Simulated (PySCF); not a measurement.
# Hartree-Fock beside MP2: BClFH3N anion

These are calculations, not measurements. The program is PySCF 2.14.0, an open-source quantum chemistry code, run on an isolated molecule that a program drew, which may never have been made. The molecule is BClFH3N anion (charge -1, singlet), drawn as the SMILES string `N[BH-](F)Cl`.

The geometry was optimised and harmonic frequencies were computed with HF and MP2, all in the aug-cc-pV(D+d)Z basis, for the commonest isotopes, with a restricted reference for singlets and an unrestricted one otherwise, and a frozen core in MP2. Each result is a local minimum of its method.

Geometry at the HF minimum:
```xyz
7
BClFH3N anion, angstrom
N     0.0571   -0.1780    2.2480
B    -0.5974   -0.3273    3.5893
F    -0.8175    0.9054    4.2720
Cl   -2.4644   -1.0514    3.2601
H     1.0024    0.1449    2.3599
H    -0.4212    0.4931    1.6734
H    -0.0508   -1.1337    4.3201
```

Lengths of the bonds as drawn, in Å (atoms numbered as above):
| bond | HF | MP2 |
|---|---|---|
| N1-B2 | 1.500 | 1.520 |
| B2-F3 | 1.426 | 1.469 |
| B2-Cl4 | 2.029 | 1.960 |
| N1-H5 | 1.005 | 1.023 |
| N1-H6 | 1.005 | 1.023 |
| B2-H7 | 1.218 | 1.226 |

Rotational constants, in GHz:
| constant | HF | MP2 |
|---|---|---|
| A | 8.478 | 8.21 |
| B | 4.013 | 4.147 |
| C | 2.942 | 2.981 |

Harmonic frequencies in cm^-1, each column in rising order, so a row needn't be the same motion in every method:
| rank | HF | MP2 |
|---|---|---|
| 1 | 181 | 196 |
| 2 | 289 | 300 |
| 3 | 316 | 311 |
| 4 | 419 | 425 |
| 5 | 500 | 528 |
| 6 | 779 | 720 |
| 7 | 911 | 857 |
| 8 | 982 | 903 |
| 9 | 1077 | ? |
| 10 | 1160 | 1090 |
| 11 | 1237 | 1147 |
| 12 | 1714 | 1575 |
| 13 | 2508 | 2457 |
| 14 | 3696 | 3480 |
| 15 | 3776 | 3584 |

**Estimate the missing MP2 frequency from the HF column.**

A single factor s that minimises the squared misfit of MP2 against s times HF over the other rows is sum(HF x MP2) / sum(HF^2) = 0.9481, with an rms misfit of 34 cm^-1. For rank 9 it gives 0.9481 x 1077 = 1021 cm^-1. The calculation gives 1018 cm^-1, 3 cm^-1 below the estimate. The drawn bonds are on average 0.9 % longer in MP2 than in HF.
